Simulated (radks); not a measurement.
Results of a calculation; reference values are marked as such.
Species: a nucleus of charge 51.6 with 50 electrons. Configuration: [Kr] 4d10 5s2 5p2. Level of theory: Dirac Kohn-Sham, BLYP, spin-unpolarised, spherical densities, point nucleus; open shells fill j = l - 1/2 first (a radial shooting solver on a logarithmic mesh with Libxc functionals).

Normalised radial functions P(r) = r R(r) (large component), r in bohr:

r	4p3/2	4d5/2	5p1/2
0.001498	0.0017	0.0000	0.0015
0.002307	0.0038	0.0000	0.0027
0.003526	0.0086	0.0001	0.0050
0.005431	0.0191	0.0003	0.0095
0.008365	0.0413	0.0009	0.0182
0.01289	0.0856	0.0030	0.0345
0.01969	0.1644	0.0095	0.0617
0.03033	0.2882	0.0288	0.1019
0.04672	0.4242	0.0802	0.1418
0.07196	0.4478	0.1956	0.1384
0.11	0.1683	0.3871	0.0342
0.1694	-0.4156	0.5712	-0.1540
0.2609	-0.6829	0.4673	-0.2044
0.4019	0.0625	-0.1481	0.0795
0.6141	1.0975	-0.8934	0.3464
0.9458	1.0962	-1.0568	0.0574
1.457	0.4146	-0.6148	-0.5307
2.244	0.0578	-0.1841	-0.7206
3.429	0.0023	-0.0244	-0.4210
5.282	0.0000	-0.0009	-0.1008
8.136	0.0000	0.0000	-0.0069

4p3/2: eigenvalue -120.50 eV, 2 radial nodes at r = 0.126, 0.393 bohr, <r> = 0.842 bohr, 90 % of the charge inside 1.24 bohr. 4d5/2: eigenvalue -51.890 eV, 1 radial node at r = 0.371 bohr, <r> = 0.998 bohr, 90 % of the charge inside 1.53 bohr. 5p1/2: eigenvalue -18.328 eV, 3 radial nodes at r = 0.120, 0.367, 0.987 bohr, <r> = 2.41 bohr, 90 % of the charge inside 3.56 bohr.
